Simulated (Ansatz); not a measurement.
Two structures of Si2NH9S, singlet, reached by relaxing down either side of one saddle point (PBE0-D4/def2-TZVP). Energies are electronic, without zero-point energy. Ansatz 0.2.0; basis: def2-TZVPP and def2-QZVPP; cores frozen in the correlated methods. Extrapolation: Hartree–Fock as exp(−7.88 √X), correlation as X^−2.97. First:

```xyz
13
angstrom
Si -0.1543 0.2280 0.2228
S 1.3029 -1.1805 -0.4826
H -0.2229 1.4374 -0.6356
H -1.5047 -0.3775 0.3411
Si 0.5416 0.8884 2.3629
H -1.1250 -1.6661 -2.5613
N -0.9444 -0.6721 -2.4905
H 2.0755 -1.1356 0.6165
H -0.4002 1.8745 2.9634
H 1.8934 1.5124 2.3031
H 0.6244 -0.2896 3.2716
H -0.2773 -0.4317 -3.2135
H -1.8090 -0.1879 -2.6979
```

Second:

```tsv
atom	x (Å)	y (Å)	z (Å)
Si1	-1.2628	0.5643	-0.0625
S2	1.6514	-2.6784	-0.7432
H3	-2.1417	1.7659	-0.2015
H4	-2.1162	-0.5447	0.4399
Si5	0.4440	1.0657	1.4602
H6	0.7761	-1.6903	-1.0418
N7	-0.5420	0.0158	-1.5447
H8	1.7387	-2.2939	0.5387
H9	-0.1331	1.7176	2.6667
H10	1.4228	2.0010	0.8393
H11	1.1711	-0.1615	1.8815
H12	0.1449	0.6112	-1.9841
H13	-1.1533	-0.3728	-2.2486
```

Q: Which bonds change from the first to the second?

A: Si₂H₆S ([SiH3][SiH2][SH]) + NH₃ → Si₂NH₇ ([NH2][SiH2][SiH3]) + H₂S; bonds formed: Si1–N7, S2–H6; bonds broken: Si1–S2, H6–N7.

Q: Give the saddle point's structure and its height above each. (To be estimated.)

A: The calculation gives: 21.86 kcal/mol above the first and 17.10 kcal/mol above the second (CCSD(T) at an estimated basis limit (MP2 extrapolated from triple and quadruple zeta, plus CCSD(T) − MP2 in triple zeta)).
```xyz
13
angstrom
Si -1.0354 0.1318 0.0543
S 0.8066 -2.0548 0.0562
H -1.9648 1.2707 -0.2855
H -1.9259 -1.0163 0.3223
Si 0.5365 0.8116 1.6182
H 0.1888 -0.9882 -1.5033
N -0.3837 -0.0871 -1.6947
H 2.0222 -1.4852 -0.0106
H 0.1741 2.1490 2.1842
H 1.8392 0.9794 0.9208
H 0.6236 -0.1682 2.7226
H 0.2318 0.6647 -1.9918
H -1.1129 -0.2077 -2.3928
```

The T1 diagnostic stays at or below 0.013.

Labels in which every atom is bracketed show which atoms are joined, not bond orders.

For scale, one of the runs: CCSD(T)/def2-TZVPP, 283 basis functions, launched by `ansatz run in.yaml --threads 8 --pin off --events-out ev --progress --plain --max-ram 19148MiB`. Time: 31 s of wall clock on 8 CPU threads of an Intel Xeon 6975P-C; the host was shared. Peak host memory: 8.4 GiB.
